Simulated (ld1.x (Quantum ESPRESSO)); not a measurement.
## What one change does to a pseudopotential (Ge (Z = 32), RRKJ)

```json
{
 "Element": "Ge",
 "Generator": "ld1.x (Quantum ESPRESSO) 7.5",
 "Type": "norm-conserving RRKJ (Kleinman–Bylander form)",
 "Functional": "LDA (PZ)",
 "Relativity": "scalar-relativistic",
 "Frozen core": "[Ar] 3d10",
 "Valence charge": "4",
 "Reference configuration": "4s2 4p2",
 "Partial waves": "4p (bound): rc 2.10 bohr; 4s (bound): rc 1.40 bohr",
 "Local potential": "the s channel",
 "Core correction": "Bessel-smoothed model core inside 0.85 bohr",
 "rho0": "0.01"
}
```

All-electron outer shells of the reference configuration (LDA (PZ), scalar-relativistic, ld1.x):

```json
{"shell": "3p", "level (eV)": "-115.38", "outermost node (bohr)": "0.23", "outermost maximum (bohr)": "0.54"}
{"shell": "3d", "level (eV)": "-29.55", "outermost node (bohr)": "–", "outermost maximum (bohr)": "0.50"}
{"shell": "4s", "level (eV)": "-11.95", "outermost node (bohr)": "0.77", "outermost maximum (bohr)": "1.73"}
{"shell": "4p", "level (eV)": "-4.05", "outermost node (bohr)": "0.82", "outermost maximum (bohr)": "2.19"}
```

Change: all radii but the core radius scaled by about 0.79 (s 1.10, p 1.66 bohr).

Cutoffs: the cutoffs (Ry, on a coarse ladder) from which the occupation-weighted sum of valence levels, in a spherical-Bessel basis at the reference potential, stays within 10 and 1 mRy of its value at 400 Ry; they do not see the model core or the augmentation charge, which bear on the density cutoff. Errors are all-electron minus pseudo energies relative to the spin-unpolarised reference configuration.

Task: Predict the effect on cutoff, ghosts and configuration errors.

Result: The potential gets harder (35 Ry and 80 Ry → 180 Ry and 300 Ry); a bound ghost appears in p, which as a rule spoils a file; of the 9 tests that both files solve, the error grows in 2 and shrinks in 2 by more than 15 % and 0.3 meV (median size 16.2 → 23.1 meV). A smaller radius makes the pseudo-wave follow the all-electron one further in, where it bends more sharply, so more plane waves are needed.

| quantity | base | changed |
| --- | --- | --- |
| cutoff, loose | 35 Ry | 180 Ry |
| cutoff, tight | 80 Ry | 300 Ry |
| loose cutoff by channel (10 mRy a level) | p 15 Ry, s 30 Ry | p 18 Ry, s 140 Ry |
| bound ghosts | none | p |
| error for 4s2 4p1, meV [ΔE 7.64 eV] | -5.5 | -5.7 |
| error for 4s2 4p0, meV [ΔE 23.35 eV] | -37 | -33 |
| error for 4s1 4p0, meV [ΔE 58.57 eV] | -235 | -146 |
| error for 4s1 4p2, meV [ΔE 16.41 eV] | -34 | -32 |
| error for 4s0 4p4, meV [ΔE 16.36 eV] | -68 | -145 |
| error for 4s1 4p3, meV [ΔE 8.04 eV] | -16 | -23 |
| error for 4s2 4p2.3, meV [ΔE -0.93 eV] | 0.0 | 0.0 |
| error for 4s2 4p2 (spin-polarised), meV [ΔE -0.56 eV] | +1.4 | -0.4 |
| error for 4s2 4p1 (spin-polarised), meV [ΔE 7.45 eV] | -5.0 | -5.6 |

 A true bound ghost makes a file unfit for plane-wave use even where its test errors are small: the radial tests pick states by their node count and pass the ghost by.
